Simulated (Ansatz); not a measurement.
Consider the atomization: `CB[SiH2][AlH2]` → Al• + B• + C• + 8 H• + Si•.

Calculated with Ansatz (gas phase, PBE0-D4/def2-TZVP geometries, no zero-point term in ΔE). CBS: MP2 limit from def2 TZ/QZ plus the TZ coupled-cluster correction, frozen cores. This one scheme is used for every species, atoms too. Functionals use def2-TZVPP. No spin–orbit coupling; open shells (•) take unrestricted orbitals. Spin–orbit coupling would lower the free atoms: a little for Al, B, C, Si. One conformer a species, not always the lowest.

Task: What is ΔE at CCSD(T)/CBS? (Estimate.)

Result: The calculation gave: +3762.1 kJ/mol.

Task: What do these levels give: PBE-D4, BHLYP-D4, BLYP, CCSD/def2-SVP, CCSD(T)/def2-TZVPP, HF/def2-QZVPP? (An estimate is asked.)

Result: Ansatz gave: PBE-D4 3774.5, BHLYP-D4 3733.3, BLYP 3686.6, CCSD/def2-SVP 3559.2, CCSD(T)/def2-TZVPP 3681.5, HF/def2-QZVPP 2927.0 kJ/mol.

Largest T1 diagnostic among the species: 0.018.

At CCSD(T), def2-SVP lies −177.9 kJ/mol from the extrapolated value and def2-TZVPP −80.5 kJ/mol: correlation converges slowly with the basis, and small sets miss more of it in the bonded molecule than in its fragments. In def2-TZVPP, CCSD(T) changes the Hartree–Fock value by +758.4 kJ/mol (the triples alone add +33.8 kJ/mol) and MP2 by +746.9 kJ/mol; breaking electron pairs costs correlation energy, which Hartree–Fock lacks. The D4 term adds +35.8 kJ/mol with B3LYP and +19.0 kJ/mol with PBE0; it sums over pairs of atoms, weighted by their polarisabilities, and B3LYP, whose exchange is more repulsive, gets the larger term.

B3LYP here is the variant with VWN-RPA as its local correlation; programs differ in this.

For atomizations the MP2-based limit and the directly extrapolated one differ by several kJ/mol either way, and by 10 to 25 for some Ge, Se and Sn compounds, so smaller differences from it don't rank the levels.
